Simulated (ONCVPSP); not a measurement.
What the settings do to the ONCV potential of gallium (Ga)

Base potential:

Ga (Z = 31), optimised norm-conserving Vanderbilt (ONCV), made with ONCVPSP 4.0.1 (PBE, scalar-relativistic). Core [Ar], reference 3d10 4s2 4p1. Waves: 4s: rc 1.80 bohr, ncon 4, nbas 9, qcut 3 1/bohr, 2 projectors, debl 2.9 Ha; 4p: rc 2.35 bohr, ncon 4, nbas 7, qcut 3.1 1/bohr, 2 projectors, debl 1.3 Ha; 3d: rc 0.80 bohr, ncon 5, nbas 9, qcut 18.4 1/bohr, 2 projectors, debl 0.5 Ha. Local part: polynomial inside 0.65 bohr (lpopt 5, dvloc0 0 Ha). Core correction: none.

In the d channel the program set the typed energies aside and used -0.704, 0.250 Ha.

Cutoffs, loose and tight: the cutoffs (Ha) at which the residual kinetic energy of the hardest occupied pseudo-wave falls to 1 and 0.1 mHa per electron. They do not see the model core or the augmentation charge, which bear on the density cutoff. Test errors are all-electron minus pseudo excitation energies from the reference, over the configurations 3d10 4s2 4p0; 3d10 4s1 4p0; 3d10 4s0 4p0; 3d10 4s1 4p1. A dash means not determined; rows that change the core or the reference have their own tests. The largest error is taken over the tests solved by every variant that gives reliable tests at all: 3d10 4s1 4p0; 3d10 4s1 4p1; 3d10 4s2 4p0.

A true bound ghost makes a file unfit for plane-wave use even where its test errors are small: the radial tests pick states by their node count and pass the ghost by.

```csv
change,outcome,"cutoff, loose","cutoff, tight",bound ghosts,GHOST(+) flags above zero,largest test error (meV)
base,"generated, projector energies reset by the program",149 Ha,170 Ha,"s, p",none,+5.7
"local potential polynomial inside 0.70 bohr (lpopt 5, dvloc0 -1 Ha)","generated, projector energies reset by the program",149 Ha,170 Ha,"s, p",none,+5.3
s: qcut 3.8; p: qcut 3.9; d: qcut 23.4,"generated, projector energies reset by the program",185 Ha,213 Ha,"s, p",none,+6.0
d: qcut 11.7,"generated, projector energies reset by the program",461 Ha,505 Ha,"s, p",d,+6.4
s: qcut 3.2,"generated, projector energies reset by the program",149 Ha,170 Ha,"s, p",none,+5.4
p: debl 2.05,"generated, projector energies reset by the program",149 Ha,170 Ha,"s, p",none,+5.5
s: rc 2.7,"generated, projector energies reset by the program",149 Ha,170 Ha,"s, p",none,-30
"local potential polynomial inside 0.65 bohr (lpopt 5, dvloc0 3 Ha)","generated, projector energies reset by the program",149 Ha,170 Ha,s,p,4 of 4 tests not solved or not reliable
"reference 3d10 4s1; wave 4p: rc 2.35 bohr, ncon 4, nbas 7, qcut 3.1 1/bohr, 2 projectors, debl 1.3 Ha becomes p scattering state at 0.25 Ha: rc 2.35 bohr, ncon 4, nbas 7, qcut 3.1 1/bohr, 2 projectors, debl 1.3 Ha","generated, projector energies reset by the program",149 Ha,170 Ha,s,none,+40 over the solved tests; 2 of 4 tests not solved or not reliable
p: rc 3.48,"generated, projector energies reset by the program",149 Ha,170 Ha,"s, p",none,-14
```

What comes out with this change to the base: all radii scaled by about 0.95 (s 1.70, p 2.22, d 0.76 bohr); local potential polynomial inside 0.62 bohr (lpopt 5, dvloc0 0 Ha)?

outcome: generated, projector energies reset by the program; cutoff, loose: 156 Ha; cutoff, tight: 301 Ha; bound ghosts: s, p; GHOST(+) flags above zero: s; largest test error (meV): +7.6.

What comes out with this change to the base: core correction Teter function, fcfact 5, rcfact 1.8?

outcome: generated, projector energies reset by the program; cutoff, loose: 149 Ha; cutoff, tight: 170 Ha; bound ghosts: s, p; GHOST(+) flags above zero: none; largest test error (meV): -122.
